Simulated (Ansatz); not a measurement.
One geometry of the cluster Al4, several levels of theory.

```yaml
crystal:
  periodic: [false, false, false]
  atoms:
    - {symbol: Al, position_ang: [-1.582465, 0.262703, 0.021257]}
    - {symbol: Al, position_ang: [1.582497, -0.262708, -0.021262]}
    - {symbol: Al, position_ang: [-0.328139, -1.977132, 0.044452]}
    - {symbol: Al, position_ang: [0.328108, 1.977137, -0.044447]}
basis:
  gaussian: {orbitals: def2-TZVPD, initial_orbitals: start.molden}
hamiltonian: {xc: pbe, dispersion: d4}
scf: {omitted_lower_state_checks: [starts]}
output: {orbitals: {seedname: orbitals}}
```

The file start.molden holds the orbitals of an earlier run on this structure, at another level or in another basis.

```sh
$ ansatz run in.yaml --threads 4 --pin off --events-out ev --progress --plain --max-ram 3916MiB
```

Output, abridged:

```
Functional definition: PBE
1056 factors; their error is unknown
mean field evaluation 1: about -26371.3566 eV, gradient 1.2e1 eV
mean field evaluation 2: about -26371.4476 eV, gradient 1.4e-1 eV
mean field evaluation 4: about -26371.4460 eV, gradient 6.2e-4 eV
mean field evaluation 8: about -26371.4460 eV, gradient 2.3e-5 eV
mean field evaluation 16: about -26371.4460 eV, gradient 2.1e-5 eV
mean field -26371.44596879 eV, -969.1327641450 hartree, gradient 4.6e-6 eV, S^2 0.000000; 0 other end points of the search recorded, 0 dependent functions left out
reference -26371.44600419 eV, -969.1327654458 hartree; 26, 26 occupied and 146, 146 virtual orbitals, 1056 factors
Total energy: -26371.64643181 eV, -969.1401310249 hartree
Checks for a lower state left out: starts
```

Hardware: 4 threads of Arm Neoverse N1 on a shared host. Wall time 3.2 s.

As the first input, with `hamiltonian: {xc: r2scan, dispersion: d4}` (abridged; 6 s):

```
Functional definition: r2SCAN
mean field -26382.50320938 eV, -969.5391102417 hartree, gradient 1.4e-5 eV, S^2 0.000000
Total energy: -26382.53832566 eV, -969.5404007414 hartree
Checks for a lower state left out: starts
```

As the first input, with `gaussian: {orbitals: "def2-TZVPPD.json", initial_orbitals: start.molden}`, `correlation: {method: ccsd_t}` and without the key `hamiltonian` (abridged; 87 s):

```
Functional definition: HF
mean field evaluation 16: about -26328.5184 eV, gradient 1.5e-1 eV
mean field evaluation 32: about -26322.8061 eV, gradient 1.6e1 eV
mean field evaluation 64: about -26327.6682 eV, gradient 2.6e-3 eV
mean field evaluation 96: about -26325.3501 eV, gradient 5.1e-3 eV
mean field evaluation 128: about -26325.1248 eV, gradient 3.6e-1 eV
mean field evaluation 160: about -26327.6180 eV, gradient 9.7e0 eV
mean field -26328.52066455 eV, -967.5552883099 hartree, gradient 1.5e-6 eV, S^2 0.000000; 4 other end points of the search recorded, 0 dependent functions left out; unrestricted orbitals would lower it
mean field evaluation 192: about -26329.7031 eV, gradient 3.6e-1 eV
mean field evaluation 224: about -26328.5160 eV, gradient 7.2e-2 eV
mean field evaluation 256: about -26328.5207 eV, gradient 8.4e-5 eV
mean field evaluation 288: about -26328.5903 eV, gradient 7.0e-1 eV
mean field evaluation 320: about -26329.4651 eV, gradient 1.1e0 eV
mean field evaluation 352: about -26329.4937 eV, gradient 6.2e-1 eV
determinant -26328.52066455 eV, -967.5552883099 hartree, with singles and doubles -26337.21440962 eV, -967.8747775486 hartree
determinant -26328.50694999 eV, -967.5547843091 hartree, with singles and doubles -26337.23646701 eV, -967.8755881424 hartree
determinant -26327.66820824 eV, -967.5239611182 hartree, with singles and doubles -26336.61772393 eV, -967.8528497539 hartree
determinant -26325.35005330 eV, -967.4387704956 hartree, with singles and doubles -26333.79392328 eV, -967.7490769940 hartree
determinant -26325.12798325 eV, -967.4306095719 hartree, with singles and doubles -26333.50981413 eV, -967.7386361752 hartree
determinant -26328.52066455 eV, -967.5552883099 hartree, with singles and doubles -26337.05905675 eV, -967.8690684357 hartree
determinant -26328.50694999 eV, -967.5547843091 hartree, with singles and doubles -26337.05477710 eV, -967.8689111616 hartree
unrestricted determinant -26329.72622511 eV, -967.5995918435 hartree, S^2 1.8531
20 core orbitals not correlated: weight in the atoms' cores, before any rotation towards them, 1.000 or more for the frozen orbitals, at most 0.000 for the correlated occupied ones
second order -8.18584269 eV of doubles, -0.00000000 eV of singles
cycle   1  -8.54782776 eV  change   -6.5e-7 eV  update   3.7e-6
perturbative correction -0.95693798 eV, -0.0351668222 hartree
Total energy: -26338.01171573 eV, -967.9040780076 hartree
Checks for a lower state left out: starts
```

First input, but with `hamiltonian: {xc: pbe0, dispersion: d4}` (abridged; 4.9 s):

```
Functional definition: PBE0
mean field -26373.29383549 eV, -969.2006719936 hartree, gradient 4.1e-6 eV, S^2 0.000000
Total energy: -26373.46553916 eV, -969.2069819870 hartree
Checks for a lower state left out: starts
```

Geometry: PBE-D4/def2-TZVPD, that of the charge -1 doublet.

Correlated methods freeze 20 core orbitals. A triplet lies near this restricted singlet, and broken spin symmetry wasn't tried. At PBE-D4/def2-TZVPD, r2SCAN-D4/def2-TZVPD an occupied level of the charge 0 singlet lies above an empty one (by up to 0.08 eV), so this SCF solution is probably not the lowest. At CCSD(T)/def2-TZVPPD T1 of the charge 0 singlet is large (up to 0.023), so the single-reference result is doubtful. At CCSD(T)/def2-TZVPPD the stability test found the charge 0 singlet unstable. At PBE0-D4/def2-TZVPD a triplet of charge 0 lies 0.40 eV below the restricted singlet at the same geometry. The structure comes from a short search, and lower isomers may exist.
